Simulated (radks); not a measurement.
Ce, 58 electrons, occupied as [Xe] 4f1 5d1 6s2. All-electron calculation, scalar-relativistic Kohn-Sham, LDA (Slater exchange, Perdew-Wang correlation), spin-polarised, spherical densities, finite nucleus; open shells are filled with parallel spins first (spin-orbit coupling, left out, can overturn this in heavy ions); Fermi nuclear charge, rms radius 4.8771 fm; hard spherical wall at 3 bohr. Program: a radial shooting solver on a logarithmic mesh with Libxc functionals.

Normalised radial functions P(r) = r R(r), r in bohr:

r	5s down	4f down	6s up
0.001653	0.0520	0.0000	0.0537
0.001878	0.0576	0.0000	0.0594
0.002135	0.0636	0.0000	0.0656
0.002426	0.0701	0.0000	0.0723
0.00278	0.0775	0.0000	0.0800
0.003159	0.0849	0.0000	0.0876
0.003591	0.0926	0.0000	0.0956
0.004081	0.1006	0.0000	0.1039
0.004638	0.1088	0.0000	0.1123
0.005272	0.1170	0.0000	0.1208
0.00604	0.1255	0.0000	0.1295
0.006865	0.1328	0.0000	0.1371
0.007802	0.1393	0.0000	0.1438
0.008867	0.1445	0.0000	0.1491
0.01008	0.1477	0.0000	0.1525
0.01145	0.1485	0.0000	0.1532
0.01312	0.1457	0.0000	0.1504
0.01491	0.1390	0.0001	0.1434
0.01695	0.1274	0.0001	0.1314
0.01927	0.1103	0.0002	0.1138
0.0219	0.0871	0.0003	0.0898
0.02509	0.0554	0.0004	0.0570
0.02851	0.0190	0.0007	0.0194
0.03241	-0.0231	0.0010	-0.0241
0.03683	-0.0693	0.0016	-0.0718
0.04186	-0.1171	0.0025	-0.1211
0.04758	-0.1630	0.0039	-0.1684
0.05451	-0.2045	0.0061	-0.2111
0.06195	-0.2308	0.0092	-0.2381
0.07041	-0.2389	0.0139	-0.2462
0.08003	-0.2235	0.0206	-0.2299
0.09096	-0.1808	0.0301	-0.1854
0.1034	-0.1104	0.0436	-0.1121
0.1184	-0.0094	0.0634	-0.0074
0.1346	0.1003	0.0888	0.1061
0.153	0.2092	0.1221	0.2181
0.1739	0.2981	0.1650	0.3086
0.1976	0.3464	0.2185	0.3561
0.2264	0.3341	0.2877	0.3394
0.2573	0.2533	0.3643	0.2511
0.2925	0.1097	0.4505	0.0981
0.3324	-0.0766	0.5432	-0.0971
0.3778	-0.2711	0.6380	-0.2963
0.4294	-0.4312	0.7289	-0.4519
0.4919	-0.5166	0.8138	-0.5185
0.5591	-0.4869	0.8760	-0.4563
0.6355	-0.3433	0.9157	-0.2700
0.7222	-0.1046	0.9306	0.0108
0.8209	0.1890	0.9206	0.3270
0.933	0.4864	0.8878	0.6022
1.069	0.7508	0.8324	0.7633
1.215	0.9124	0.7655	0.7296
1.381	0.9722	0.6883	0.4942
1.569	0.9342	0.6042	0.0878
1.784	0.8180	0.5142	-0.3987
2.027	0.6495	0.4163	-0.8152
2.322	0.4386	0.2967	-0.9710
2.64	0.2253	0.1613	-0.6854
3	0.0000	0.0000	0.0000

5s down: eigenvalue -17.978 eV, 4 radial nodes at r = 0.0303, 0.120, 0.316, 0.757 bohr, <r> = 1.50 bohr, 90 % of the charge inside 2.11 bohr. 4f down (empty): eigenvalue 20.531 eV, 0 radial nodes, <r> = 1.08 bohr, 90 % of the charge inside 1.83 bohr. 6s up: eigenvalue 53.957 eV, 5 radial nodes at r = 0.0302, 0.119, 0.313, 0.719, 1.61 bohr, <r> = 1.85 bohr, 90 % of the charge inside 2.57 bohr.
